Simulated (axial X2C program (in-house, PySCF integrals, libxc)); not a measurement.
## VB⁺ along the bond: PBE50, two-component

Computed with an axial X2C code built on PySCF integrals. Two-component (2c) means X2C with spin–orbit coupling and atomic mean-field two-electron Coulomb and Gaunt terms. Basis: V dyall-cv3z [10s10p6d4f2g], B dyall-v3z [7s6p2d1f] (cores contracted in-house); Gaussian nuclei, density fitting, unrestricted open shells. Masses: V 50.944 u, B 11.009 u.

State: Ω = 5/2 (⟨Sz⟩ = 2.50, ⟨Lz⟩ = 0.00 at PBE50). Dipoles are positive if B is the positive end and refer to the centre of mass.

```json
{"R (Å)": "1.797", "μ (D)": "-2.237", "HOMO (eV)": "-13.81", "LUMO (eV)": "-7.88"}
{"R (Å)": "1.880", "μ (D)": "-2.332", "HOMO (eV)": "-13.41", "LUMO (eV)": "-7.49"}
{"R (Å)": "1.942", "μ (D)": "-2.223", "HOMO (eV)": "-13.34", "LUMO (eV)": "-7.28"}
{"R (Å)": "2.004", "μ (D)": "-2.065", "HOMO (eV)": "-13.32", "LUMO (eV)": "-7.13"}
{"R (Å)": "2.066", "μ (D)": "-1.884", "HOMO (eV)": "-13.28", "LUMO (eV)": "-7.00"}
{"R (Å)": "2.138", "μ (D)": "-1.659", "HOMO (eV)": "-13.10", "LUMO (eV)": "-6.88"}
{"R (Å)": "2.211", "μ (D)": "-1.429", "HOMO (eV)": "-12.92", "LUMO (eV)": "-6.84"}
{"R (Å)": "2.304", "μ (D)": "-1.138", "HOMO (eV)": "-12.69", "LUMO (eV)": "-6.85"}
{"R (Å)": "2.417", "μ (D)": "-0.804", "HOMO (eV)": "-12.44", "LUMO (eV)": "-6.84"}
{"R (Å)": "2.583", "μ (D)": "-0.390", "HOMO (eV)": "-12.15", "LUMO (eV)": "-6.80"}
```

Question: The minimum lies at 2.174 Å. What is the dipole moment there?

Answer: At PBE50, 2c, with the sign and origin stated: μ = -1.55 D.

The state is a single determinant with fixed occupations, the lowest that a limited PBE0 search found. Density functionals use the spin component along the axis (collinear). PBE0 can misorder states that lie within some tenths of an eV, so this need not be the ground state of the molecule. The nearest other 2c determinant of the search, Ω = 1/2, lies 0.17 eV up at the distance of the search. With several unpaired electrons one determinant need not be a pure state. This is the top spin component of a Σ state; components of lower Ω are not single determinants and can lie lower.
